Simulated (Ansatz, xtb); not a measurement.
## Ranking isomers of C7H9B

9 gas-phase structures of C7H9B, from a drawn sample of its isomers (lower ones may exist). Each was relaxed with GFN2-xTB; where two conformers were screened, the lower at r2SCAN-D4/def2-SVP is listed:

A. `B[C@@]12C=CC[C@@H]1C=C2`, a singlet
B. `B1/C=C\C=C/C/C=C\1`, a singlet
C. `B[C@H]1[C@H]2C=C[C@@H]1C=C2`, a singlet
D. `B[C@@H]1CC=C(C#C)C1`, a singlet
E. `BC1=CC2(C=C1)CC2`, a singlet
F. `B[C@]12C=C[C@H](C=C1)C2`, a singlet
G. `CC#CB1CC=CC1`, a singlet
H. `C#C[C@@H]1CBC=CC1`, a singlet
I. `CC1=CC=CC=CB1`, a singlet

Estimate their order in r2SCAN-D4/def2-SVP energy at these geometries, lowest first.

Calculated order at r2SCAN-D4/def2-SVP: I (0.000), B (0.929), G (0.973), E (1.386), H (1.839), F (2.237), A (2.318), C (2.365), D (2.530) eV.

Energies above the lowest of each column, in eV; the last columns are at B3LYP-D3(BJ)/def2-SVP geometries and were run for some of them only (a dash: not run or not comparable):

```json
{"structure": "I", "GFN2-xTB": "0.000", "HF/STO-3G": "0.000", "r2SCAN-D4/def2-SVP": "0.000", "B3LYP-D3(BJ)/def2-SVP": "0.000", "CCSD(T)/def2-SVP + ΔMP2/def2-TZVPP": "0.000"}
{"structure": "B", "GFN2-xTB": "0.734", "HF/STO-3G": "0.984", "r2SCAN-D4/def2-SVP": "0.929", "B3LYP-D3(BJ)/def2-SVP": "0.876", "CCSD(T)/def2-SVP + ΔMP2/def2-TZVPP": "0.736"}
{"structure": "G", "GFN2-xTB": "0.841", "HF/STO-3G": "0.048", "r2SCAN-D4/def2-SVP": "0.973", "B3LYP-D3(BJ)/def2-SVP": "1.022", "CCSD(T)/def2-SVP + ΔMP2/def2-TZVPP": "0.705"}
{"structure": "E", "GFN2-xTB": "0.087", "HF/STO-3G": "0.876", "r2SCAN-D4/def2-SVP": "1.386", "B3LYP-D3(BJ)/def2-SVP": "–", "CCSD(T)/def2-SVP + ΔMP2/def2-TZVPP": "–"}
{"structure": "H", "GFN2-xTB": "1.066", "HF/STO-3G": "0.833", "r2SCAN-D4/def2-SVP": "1.839", "B3LYP-D3(BJ)/def2-SVP": "–", "CCSD(T)/def2-SVP + ΔMP2/def2-TZVPP": "–"}
{"structure": "F", "GFN2-xTB": "0.374", "HF/STO-3G": "0.840", "r2SCAN-D4/def2-SVP": "2.237", "B3LYP-D3(BJ)/def2-SVP": "–", "CCSD(T)/def2-SVP + ΔMP2/def2-TZVPP": "–"}
{"structure": "A", "GFN2-xTB": "0.645", "HF/STO-3G": "1.091", "r2SCAN-D4/def2-SVP": "2.318", "B3LYP-D3(BJ)/def2-SVP": "–", "CCSD(T)/def2-SVP + ΔMP2/def2-TZVPP": "–"}
{"structure": "C", "GFN2-xTB": "0.485", "HF/STO-3G": "0.957", "r2SCAN-D4/def2-SVP": "2.365", "B3LYP-D3(BJ)/def2-SVP": "–", "CCSD(T)/def2-SVP + ΔMP2/def2-TZVPP": "–"}
{"structure": "D", "GFN2-xTB": "0.985", "HF/STO-3G": "1.388", "r2SCAN-D4/def2-SVP": "2.530", "B3LYP-D3(BJ)/def2-SVP": "–", "CCSD(T)/def2-SVP + ΔMP2/def2-TZVPP": "–"}
```

Every level run on I puts it lowest or level with the lowest. CCSD(T)/def2-SVP + ΔMP2/def2-TZVPP orders those it was run on as I (0.000), G (0.705), B (0.736) eV. Less than 1 kcal/mol parts G and B, so the order within that pair means little. Flexible structures stand in one conformer each, not always the lowest. Frequencies (GFN2-xTB) were run for B, G, I alone. ΔMP2 is the change of the MP2 energy from the smaller to the larger basis.

Over these structures GFN2-xTB departs from r2SCAN-D4/def2-SVP by 0.680 eV on average once a common shift is removed. A GFN2-xTB relaxation took about 0.1 s and the r2SCAN-D4/def2-SVP energy about 2.6 s on a shared host (Ansatz 0.2.0, xtb 6.7.1).
